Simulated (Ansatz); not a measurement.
Spectroscopic constants of BeN, multiplicity 4 (lowest of 2S+1 = 2, 4 at CCSD(T)/def2-TZVPP on PBE0 minima; our sources give no spin for the ground state, which may be another).

D_e counts from the fitted minimum to each atom's lowest state at the same level, without counterpoise.

Correlated levels freeze the cores.

The values were computed with Ansatz (an electronic-structure program). Values without a source in brackets are computed.

Question: Give the bond energy D_e at the level PBE/def2-TZVPP.

Answer: 2.22 eV

Question: Estimate the bond energy D_e that wB97X-V/def2-TZVPP returns for this input.

Answer: 1.84 eV

Question: Estimate the bond energy D_e that CCSD(T)/aug-cc-pVQZ returns for this input.

Answer: 1.51 eV
